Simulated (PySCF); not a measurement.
Method: PBE0-D3(BJ)/def2-TZVP // PBE0-D3(BJ)/def2-SVP (PySCF 2.14.0). All species are isolated molecules in the gas phase. Excitations are Tamm–Dancoff values on a coarser integration grid. The basis has no diffuse functions, so Rydberg states are missing or too high.

Reference species (SMILES): `[GeH3][GeH3]` (neutral, multiplicity 1).

```json
{
  "S1 oscillator strength": "0.031",
  "brightest of the four lowest singlets (TDA)": "7.88 eV"
}
```

Changed species: `[GeH3][GeH2][GeH3]` (n = 3; the reference has n = 2).

Question: Give the shifts of the S1 oscillator strength and brightest of the four lowest singlets (TDA).

Answer: the S1 oscillator strength goes up by 0.420, to 0.451; the brightest of the four lowest singlets (TDA) falls by 0.89 eV, to 6.99 eV.
